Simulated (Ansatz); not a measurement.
Computed with Ansatz on PBE0-D4/def2-TZVP structures; ΔE is electronic, products minus reactants. CBS: MP2 limit from def2 TZ/QZ plus the TZ coupled-cluster correction, frozen cores. For Br outer-core shells are correlated without core-valence functions, which leaves a few kJ/mol of doubt a bond. Scalar relativity is left out up to krypton. Each species was taken in one conformer, which may not be the lowest.

Consider the redistribution: `OC[SiH2][SiH3]` + `ClC1(Br)C[SiH2]1` → `OC[SiH2]Br` + `[SiH3]C1(Cl)C[SiH2]1`.

| species | CCSD(T)/CBS(def2) energy (Eh) |
| --- | --- |
| `OC[SiH2][SiH3]` | -696.16977 |
| `ClC1(Br)C[SiH2]1` | -3400.63427 |
| `OC[SiH2]Br` | -2978.66534 |
| `[SiH3]C1(Cl)C[SiH2]1` | -1118.20438 |

(1) Work out ΔE.

Largest T1 diagnostic among the species: 0.012.

Results:

(1) ΔE = (-2978.66534) + (-1118.20438) − (-696.16977) − (-3400.63427) = -0.06568 Eh = -172.4 kJ/mol.

The D4 term adds −3.5 kJ/mol with B3LYP and −1.9 kJ/mol with PBE0; it sums over pairs of atoms, weighted by their polarisabilities, and B3LYP, whose exchange is more repulsive, gets the larger term. From PBE to PBE0 (25 % exact exchange), in def2-TZVPP and without D4, ΔE moves by −12.4 kJ/mol.

B3LYP here is the variant with VWN-RPA as its local correlation; programs differ in this.
